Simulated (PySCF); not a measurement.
# ethylcyclopentane (CCC1CCCC1, C7H14)

Geometry (Å), atoms numbered from 1 in this order:
```xyz
21

C     2.7217   -0.5087    0.2013
C     1.6342    0.5153   -0.0831
C     0.2685    0.1393    0.4780
C    -0.7915    1.2377    0.3253
C    -2.1144    0.4856    0.4000
C    -1.8437   -0.7553   -0.4512
C    -0.3722   -1.1164   -0.1694
H     2.4657   -1.4959   -0.2147
H     2.8713   -0.6389    1.2853
H     3.6867   -0.2074   -0.2337
H     1.9335    1.4944    0.3299
H     1.5375    0.6659   -1.1739
H     0.3913   -0.0562    1.5590
H    -0.6906    1.7146   -0.6665
H    -0.6886    2.0341    1.0786
H    -2.9785    1.0723    0.0524
H    -2.3179    0.1945    1.4452
H    -1.9701   -0.4963   -1.5152
H    -2.5380   -1.5835   -0.2444
H     0.1531   -1.3969   -1.0968
H    -0.2946   -1.9856    0.5011
```

The calculation used quadratic response CAM-B3LYP/aug-cc-pVDZ first hyperpolarisability, Taylor convention, gas phase in PySCF. Geometry: PBE0-D3(BJ)/def2-SVP.

(1) Give the tensor of the second harmonic β(−2ω;ω,ω) at 1064 nm in the axes of these coordinates.

Answers

(1) In au, Taylor convention; rows are the first index (the induced dipole):
|  | xx | yy | zz | xy | xz | yz |
| --- | --- | --- | --- | --- | --- | --- |
| x | -7.5 | +4.5 | -8.9 | +0.1 | +16.0 | +3.4 |
| y | -0.1 | -10.1 | +1.3 | +4.5 | +3.4 | -1.4 |
| z | +16.0 | -1.3 | +6.0 | +3.3 | -8.8 | +1.3 |

Norm of βᵢ = ⅓ Σⱼ (βᵢⱼⱼ + βⱼᵢⱼ + βⱼⱼᵢ): 25.3 au, hyper-Rayleigh value 13.3 au.
